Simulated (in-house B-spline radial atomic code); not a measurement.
Yb²⁺. Computed with a B-spline radial atomic code. Model: non-relativistic spherical atom: semilocal Troullier-Martins pseudo-atom, one channel per l, against all electrons, high spin, G0W0 and RPA with empty states to l = 8, local potential for every l without a channel, a model core (radius 0 = none) keeps its share of the functional.

Without relativity these are model numbers for so heavy an element.

What the tables leave out is listed at the end.

The pseudopotential gives back the lowest level of each angular momentum of its own functional in the configuration it was made in; a second state of the same l is only approximately right. Exact exchange, RPA and GW see the smooth pseudo-orbitals and miss the exchange with the core, for which the functional's share stands in. The column with an uncorrelated core keeps all orbitals and exact exchange, and so separates missing core correlation from pseudisation. Only the three outermost levels and the lowest empty one were computed. RPA here is direct RPA, with no exchange kernel, and its energies carry an (l + 1/2)⁻⁴ tail. A hybrid on a potential with a model core restores only its own semilocal share of the core's exchange.

Command:
```bash
python run_psgw.py task.json out
```
Settings (lengths in bohr, energies in hartree):
```
Z                      70
electrons              68
configuration          [Xe] 4f14
generated_in           [Xe] 4f14 6s2
functional             pbe,pbe
core_shells            8
radius_factor          0.9
core_correction        True
```

Time taken, with all properties: 42 s on 1 thread of Arm Neoverse N1 (shared host).

Given: made with PBE; model core radius 0.319 bohr; local radius 0.595 bohr; mean-field start PBE.

Valence shells of the generating configuration: 4d, 5s, 5p, 4f, 6s.

Channel: s 1.05, p 1.147, d 0.444, f 1.452 (radii in bohr).

Computed: largest level miss in the spin-unpolarised generating configuration 0.045 eV; valence RPA correlation energy pseudo -3.2633 hartree; all-electron RPA polarisability, core included 5.9268 bohr³; pseudo-atom RPA polarisability 5.9196 bohr³.

| level | occupied | mean-field all-electron (eV) | mean-field pseudo minus all (eV) | G0W0 all-electron (eV) | G0W0 uncorrelated core minus all (eV) | G0W0 pseudo minus all (eV) | exchange self-energy all-electron (eV) | exchange self-energy pseudo (eV) |
| --- | --- | --- | --- | --- | --- | --- | --- | --- |
| 4f | 1 | -21.521 | -0.141 | -30.135 | 0.175 | 3.418 | -75.245 | -55.439 |
| 6s (empty) | 0 | -13.925 | -0.148 | -11.244 | -0.016 | -0.364 | -2.3261 | -2.3798 |

What is the valence RPA correlation energy all-electron orbitals?

-2.819 hartree.

Given: mean-field start PBE0.

Computed: valence RPA correlation energy all-electron orbitals -2.7042 hartree; valence RPA correlation energy pseudo -3.151 hartree; pseudo-atom RPA polarisability 5.2442 bohr³.

```json
{"level": "4f", "occupied": "1", "mean-field all-electron (eV)": "-24.674", "mean-field pseudo minus all (eV)": "0.994", "G0W0 all-electron (eV)": "-30.249", "G0W0 uncorrelated core minus all (eV)": "0.183", "G0W0 pseudo minus all (eV)": "3.53", "exchange self-energy all-electron (eV)": "-75.705", "exchange self-energy pseudo (eV)": "-55.477"}
{"level": "6s (empty)", "occupied": "0", "mean-field all-electron (eV)": "-12.986", "mean-field pseudo minus all (eV)": "-0.164", "G0W0 all-electron (eV)": "-11.218", "G0W0 uncorrelated core minus all (eV)": "-0.014", "G0W0 pseudo minus all (eV)": "-0.303", "exchange self-energy all-electron (eV)": "-2.0863", "exchange self-energy pseudo (eV)": "-2.1167"}
```

What is the all-electron RPA polarisability, core included?

5.2318 bohr³.

Among the listed levels the largest G0W0 shift of the pseudo-atom is +3.53 eV, for 4f on the PBE0 start, while leaving the core uncorrelated moves that level by +0.18 eV. So pseudisation and the lost core exchange, not the missing core correlation, make the error. Not in the tables (levels of low weight, unsolved or above zero; the highest and the empty levels are kept at any weight): on PBE the G0W0 levels 5p (pseudo minus all -1.52 eV, weights 0.56 and 0.80), 5s (pseudo minus all -2.14 eV, weights 0.08 and 0.18); on PBE0 the G0W0 levels 5p (pseudo minus all -1.56 eV, weights 0.35 and 0.83), 5s (pseudo minus all -2.04 eV, weights 0.49 and 0.28); no Hartree-Fock pseudo-atom is run with a model core.
